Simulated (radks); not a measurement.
Problem. The bromine anion Br-, [Kr], held by a Watson sphere: a shell of charge +1 at radius R that stands for the Madelung well of a crystal (potential energy -1/R inside, -1/r outside, in hartree with lengths in bohr). Calculated with a radial shooting solver on a logarithmic mesh with Libxc functionals: scalar-relativistic Kohn-Sham, LDA (Slater exchange, VWN5 correlation), spin-polarised, spherical densities, finite nucleus; Fermi nuclear charge, rms radius of each element as measured or else 0.836 A^(1/3) + 0.57 fm. Response by self-consistent Sternheimer equations with the Hartree and adiabatic LDA kernel, the relativistic mass of each level held fixed and spin-orbit coupling left out. The sphere does not respond.

R (bohr)  e(3d) (eV)  e(4s) (eV)  e(4p) (eV)  <r> 4p (bohr)  sum of <r^2> (bohr^2)  X-ray form factor at sin(theta)/lambda = 0.2 1/angstrom  alpha (bohr^3)
2.17         -65.907     -20.588      -8.541          2.116                  45.74                                                   27.913           24.03
3.18         -64.910     -18.995      -7.222          2.222                  49.57                                                   27.768           32.47
3.67         -64.417     -18.358      -6.604          2.254                  50.88                                                   27.746           36.76
3.73         -64.357     -18.285      -6.532          2.257                  51.02                                                   27.744           37.28
4.92         -63.256     -17.058      -5.296          2.300                  52.96                                                   27.734           46.35

Estimate the row for R = 4.45 bohr.

Solution. e(3d) (eV) -63.666; e(4s) (eV) -17.497; e(4p) (eV) -5.742; <r> 4p (bohr) 2.288; sum of <r^2> (bohr^2) 52.35; X-ray form factor at sin(theta)/lambda = 0.2 1/angstrom 27.735; alpha (bohr^3) 43.05.
